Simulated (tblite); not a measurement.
`C#Cc1ccc([S])cc1` [radical] (doublet state). The geometry is computed with GFN2-xTB (gas phase). This method treats the open shell by occupation alone, without spin polarisation.

```
atom  x, y, z in Å
C1     3.3142   -0.6084    0.2677
C2     2.1357   -0.3912    0.1691
C3     0.7532   -0.1377    0.0570
C4     0.2979    1.1063   -0.3999
C5    -1.0486    1.3534   -0.5081
C6    -1.9811    0.3628   -0.1613
S7    -3.6624    0.6695   -0.3001
C8    -1.5223   -0.8819    0.2982
C9    -0.1755   -1.1277    0.4048
H10    4.3430   -0.7975    0.3537
H11    1.0167    1.8672   -0.6661
H12   -1.4074    2.3088   -0.8594
H13   -2.2437   -1.6391    0.5657
H14    0.1797   -2.0851    0.7567
```

What is the longest distance between nuclei?

S7···H10, 8.16 Å; the next longest distance is 7.12 Å.

Work out the bond lengths C1≡C2, C2–C3, C3–C4, C4–H11, C5–H12, C8–H13 in bohr.

For C1≡C2 the difference vector is (-1.1786, 0.2172, -0.0986) Å, of length 1.2025 Å. 1 bohr = 0.529177 Å. C1≡C2 2.272; C2–C3 2.664; C3–C4 2.648; C4–H11 2.041; C5–H12 2.040; C8–H13 2.040 bohr.

What is the repulsion energy of the bare nuclei, Σ ZA·ZB/RAB?

420.08 Eh over 91 pairs, with full nuclear charges and distances in bohr; the largest single term is 29.63 Eh (C6 with S7).

What are the angles C2–C1–H10, S7–C6–C8, C5–C6–C8, C3–C9–H14, C8–C9–H14?

From the scalar product of the two bond vectors; for C2–C1–H10 it is -1.2621 Å² over 1.2025 × 1.0496 Å², cos θ = -1.000000. C2–C1–H10 180.0°; S7–C6–C8 120.4°; C5–C6–C8 119.3°; C3–C9–H14 119.3°; C8–C9–H14 120.4°.

How far are the heavy atoms from their best plane (unweighted least squares)?

0.001 Å rms; none is more than 0.002 Å off.

How far apart are these pairs, which share no bond: C1···H11, C2···C4, C2···S7, C4···C9, S7···C9?

C1···H11 3.504 Å (4 bonds apart); C2···C4 2.438 Å (2 bonds apart); C2···S7 5.913 Å (5 bonds apart); C4···C9 2.421 Å (2 bonds apart); S7···C9 3.986 Å (3 bonds apart).

Where is the centre of mass (commonest isotopes), and what is the radius of gyration?

Mass 133.011 u; centre at (-0.706, 0.129, -0.059) Å; Rg = √(Σ m r²/M) = 2.429 Å. As Ia + Ib + Ic = 2 Σ m r², the three principal moments sum to 1569.8 u·Å².

Write the matrix of distances between heavy atoms (Å, lower triangle).

```
C1    0.000
C2    1.202  0.000
C3    2.612  1.410  0.000
C4    3.533  2.438  1.401  0.000
C5    4.846  3.693  2.406  1.373  0.000
C6    5.401  4.198  2.788  2.409  1.404  0.000
S7    7.115  5.913  4.503  3.986  2.710  1.715  0.000
C8    4.844  3.693  2.406  2.784  2.423  1.404  2.710  0.000
C9    3.531  2.437  1.401  2.421  2.784  2.409  3.986  1.373  0.000
```

The point group is C2v within 0.08 Å; differences among equivalent distances and angles are scatter left by the optimiser. Its GFN2-xTB frequencies are all real (lowest 75 cm⁻¹).
